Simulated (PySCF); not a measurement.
C6H5F3.
Z-matrix (Å and degrees, GFN2-xTB geometry), rows numbered from 1:
```
F 
C   1  1.3371
C   2  1.3325  1  127.51
F   3  1.3335  2  127.00  1     2.75
C   3  1.4793  2  111.89  1  -175.15
C   5  1.5090  3  114.07  2    61.99
C   6  1.4936  5   60.38  3   -93.39
C   2  1.5076  1  120.40  3  -177.78
F   8  1.3810  2  111.28  1   -67.59
H   5  1.0781  3  118.94  2  -145.42
H   6  1.0791  5  117.42  7  -107.71
H   6  1.0795  5  118.27  7   108.81
H   7  1.0785  5  122.49  6   109.61
H   8  1.0974  2  112.62  1    50.75
```

Level of theory: wB97X-D/def2-SVPD in PySCF (dipole) on a GFN2-xTB geometry, gas phase.

Take the most abundant isotopes and a rigid rotor. 

What are A, B and C (GHz)?

Ia = 251.23, Ib = 281.01, Ic = 458.68 u·Å²; 505379 MHz·u·Å²/I gives 2012, 1798 and 1102 MHz, that is A = 2.0116, B = 1.7984, C = 1.1018 GHz.

Classify the top.

An asymmetric top. Ray's parameter κ = (2B − A − C)/(A − C) = 0.531; −1 is the prolate and +1 the oblate limit.

What does the inertial defect say?

Not planar: Δ = Ic − Ia − Ib = -73.56 u·Å². For a rigid frame Δ = −2 Σ m c², so Σ m c² = 36.78 u·Å² lies off the ab plane: 7.45 from hydrogen and 29.34 from heavier atoms. The atom farthest from that plane is 1.79 Å away.

Give the other two planar moments, Paa and Pbb, and the rms extents of the mass along the axes.

Paa = Σ m a² = (Ib + Ic − Ia)/2 = 244.23 and Pbb = Σ m b² = (Ia + Ic − Ib)/2 = 214.45 u·Å². With the mass M = 134.03 u, the rms extents √(P/M) along a, b and c are 1.35, 1.26, 0.52 Å.

Which types of transition are allowed, and where do some lines up to J = 3 fall?

The dipole components are |μa| = 0.16 D, |μb| = 3.35 D, |μc| = 0.98 D. Intensities carry the squares of the components, which stand as 0.00 : 1.00 : 0.09 (a : b : c). Some lines, for components of 0.1 D or more:

| type | branch | J(Ka,Kc) | MHz | lower level (cm⁻¹) |
| --- | --- | --- | --- | --- |
| b | Q | 1(1,0) ← 1(0,1) | 910 | 0.097 |
| b | Q | 2(2,0) ← 2(1,1) | 1165 | 0.344 |
| c | Q | 3(3,1) ← 3(2,1) | 1274 | 0.715 |
| a | Q | 3(2,1) ← 3(2,2) | 1799 | 0.655 |
| a | Q | 2(1,1) ← 2(1,2) | 2090 | 0.274 |
| b | Q | 2(1,1) ← 2(0,2) | 2132 | 0.273 |
| a | R | 1(0,1) ← 0(0,0) | 2900 | 0.000 |
| c | R | 1(1,0) ← 0(0,0) | 3810 | 0.000 |
| a | Q | 3(1,2) ← 3(1,3) | 3840 | 0.521 |
| b | Q | 3(1,2) ← 3(0,3) | 3846 | 0.520 |
| b | R | 2(0,2) ← 1(1,1) | 5062 | 0.104 |
| a | R | 2(0,2) ← 1(0,1) | 5275 | 0.097 |
| a | R | 2(1,1) ← 1(1,0) | 6497 | 0.127 |
| b | R | 2(2,1) ← 1(1,0) | 7137 | 0.127 |
| b | R | 3(1,3) ← 2(0,2) | 7432 | 0.273 |
| b | R | 3(1,2) ← 2(2,1) | 8501 | 0.365 |
| a | R | 3(2,2) ← 2(2,1) | 8701 | 0.365 |
| a | R | 3(1,2) ← 2(1,1) | 9141 | 0.344 |
| b | R | 3(2,2) ← 2(1,1) | 9340 | 0.344 |
| c | R | 3(1,2) ← 2(0,2) | 11272 | 0.273 |
| c | R | 3(2,2) ← 2(1,2) | 11430 | 0.274 |
| c | R | 3(3,1) ← 2(2,1) | 11774 | 0.365 |
| b | R | 3(3,0) ← 2(2,1) | 12113 | 0.365 |
| b | R | 3(2,1) ← 2(1,2) | 13230 | 0.274 |

Estimate the classical rotational partition function at 10 K, 200 K and 298.15 K.

Point group C1, symmetry number σ = 1; q = (√π/σ)·√((kT/h)³/(ABC)), k/h = 20836.6 MHz/K: 2670 at 10 K, 239000 at 200 K, 435000 at 298.15 K.

Stationary, but not proved a minimum. These are rigid-rotor constants of the computed structure; measured ground-state constants (B0) also hold zero-point vibration.

On Arm Neoverse V1, one thread, shared host, this took 1.9 min of wall time (with the writing of density and orbital grids) and 0.95 GiB of memory at its peak. This is the wB97X-D/def2-SVPD job that gave the dipole, with the excitations it also computed.
